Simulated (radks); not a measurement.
Results of a calculation; reference values are marked as such.
Problem. In VII, configuration [Kr] 4d7. Level of theory: Dirac Kohn-Sham, exchange-only PBE, spin-unpolarised, spherical densities, finite nucleus; open shells fill j = l - 1/2 first; Fermi nuclear charge, rms radius 4.6156 fm (a radial shooting solver on a logarithmic mesh with Libxc functionals). Some entries of the table are withheld. Estimate them.

| orbital | occ. | eigenvalue (Ry) | <r> (bohr) |
|---|---|---|---|
| 1s1/2 | 2 | -2045.372 | 0.02971 |
| 2s1/2 | 2 | -311.9536 | (1) |
| 2p1/2 | 2 | -291.3886 | (2) |
| 2p3/2 | 4 | -275.8871 | (3) |
| 3s1/2 | 2 | -64.59869 | 0.3482 |
| 3p1/2 | 2 | -56.30255 | 0.3392 |
| 3p3/2 | 4 | -53.49865 | 0.3503 |
| 3d3/2 | 4 | -38.83182 | 0.3219 |
| 3d5/2 | 6 | -38.25665 | 0.3254 |
| 4s1/2 | 2 | -15.19064 | 0.8332 |
| 4p1/2 | 2 | -12.42482 | 0.8763 |
| 4p3/2 | 4 | -11.90392 | 0.9025 |
| 4d3/2 | 4 | -7.49373 | 1.040 |
| 4d5/2 | 3 | -7.41480 | 1.050 |
| 5s1/2 | 0 | -5.26403 | 1.889 |
| 5p1/2 | 0 | -4.47199 | 2.062 |
| 5p3/2 | 0 | -4.37053 | 2.106 |

Solution. 
(1) 2s1/2 <r> (bohr): 0.1281
(2) 2p1/2 <r> (bohr): 0.1084
(3) 2p3/2 <r> (bohr): 0.1137
